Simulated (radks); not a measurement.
Species: Sc. Configuration: [Ar] 3d1 4s1 4p1 (not the ground configuration). Method: scalar-relativistic Kohn-Sham, PBEsol, spin-unpolarised, spherical densities, point nucleus; computed with a radial shooting solver on a logarithmic mesh with Libxc functionals.

Normalised radial functions P(r) = r R(r), r in bohr:

```
   r/bohr * 3p, o 3d (the largest magnitude, 0.994, reaches the edge; | marks zero, & curves that meet)
 0.002394                             &
 0.002765                             &
 0.003168                             &
 0.003659                             &
 0.004192                             &
 0.004841                             &
 0.005546                             &
 0.006405                             &
 0.007338                             &
 0.008475                             &
 0.009709                             &
  0.01121                             &
  0.01285                             &
  0.01484                             o*
    0.017                             o*
  0.01963                             o*
  0.02249                             o*
  0.02597                             o*
  0.02976                             o *
  0.03437                             o *
  0.03937                             o  *
  0.04547                             o   *
   0.0521                             o   *
  0.06016                             o    *
  0.06893                             o     *
  0.07961                             o       *
   0.0912                             |o       *
   0.1053                             |o        *
   0.1207                             |o          *
   0.1394                             |o           *
   0.1597                             | o          *
   0.1844                             |  o          *
   0.2113                             |  o         *
    0.244                             |   o       *
   0.2795                             |     o   *
   0.3228                             |     *o
   0.3698                             | *      o
   0.4271                          *  |          o
   0.4894                    *        |           o
   0.5651              *              |             o
   0.6475         *                   |               o
   0.7478     *                       |                 o
   0.8567   *                         |                  o
   0.9894  *                          |                   o
    1.134   *                         |                   o
    1.309      *                      |                  o
      1.5          *                  |                 o
    1.732              *              |                o
    1.984                  *          |              o
    2.292                      *      |            o
    2.626                        *    |          o
    3.032                          *  |        o
    3.474                            *|       o
    4.012                            *|     o
    4.597                             *   o
    5.309                             *  o
    6.082                             * o
    7.024                             *o
    8.047                             *o
    9.294                             &
    10.65                             &
     12.3                             &
    14.09                             &
    16.27                             &
```

3p: eigenvalue -34.833 eV, 1 radial node at r = 0.393 bohr, <r> = 1.17 bohr, 90 % of the charge inside 1.80 bohr. 3d: eigenvalue -4.374 eV, 0 radial nodes, <r> = 1.79 bohr, 90 % of the charge inside 3.21 bohr.
